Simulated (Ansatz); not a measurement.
Species: sum formula NHTeI, net charge 0, doublet state. It need not be the lowest isomer of its formula. 
Structure (B3LYP-D3(BJ)/def2-TZVP (Ansatz, a program for electronic structure) minimum search):
SMILES: [NH][Te]I
```xyz
4

Te    -0.0361    -0.9842     0.7850
I      0.1966     1.3020    -0.7154
N     -1.0327    -2.2732    -0.2479
H     -1.3105    -1.9154    -1.1648
```
Charge 0, spin multiplicity 2.

Basis-set convergence of Hartree-Fock and CCSD(T) correlation energies (hartree) with Ansatz. Correlated levels leave the core frozen unless marked. UHF or UKS for open shells. No spin-orbit coupling. The frozen core is the preceding noble-gas configuration, with the filled d and f shells of earlier blocks. Past Kr the def2 sets carry scalar-relativistic core potentials.

```tsv
basis	functions	E(HF)	E(corr, CCSD(T))
def2-SVP	71	-618.59330	-0.38239
def2-TZVPP	145	?	?
```

**Question.** Fill in the missing entries.

**Answer.** 
- def2-TZVPP, E(HF): -618.69484
- def2-TZVPP, E(corr, CCSD(T)): -0.50923
